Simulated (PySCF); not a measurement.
1-chlorocyclopenta-1,3-diene (C5H5Cl), SMILES C1=C(Cl)CC=C1. Geometry: ωB97X-D3(BJ)/def2-SVP. One conformer was computed; it need not be the lowest.

Computed equilibrium geometry at ωB97X-D3(BJ)/def2-SVP (PySCF confirms it by a frequency run) as a Z-matrix, and its point group (one conformer of several):
point group Cs.
```
C
H 1 1.1043
H 1 1.1043 2 106.86
C 1 1.5024 2 111.27 3 -121.64
C 4 1.3469 1 110.79 2 -120.48
H 5 1.0907 4 126.11 1 180.00
C 5 1.4743 6 126.08 4 180.00
C 7 1.3488 5 109.73 6 180.00
H 8 1.0914 7 126.68 5 -180.00
H 7 1.0923 8 126.15 9 0.00
Cl 4 1.7198 5 127.28 6 0.00
```
Charge 0, spin multiplicity 1.
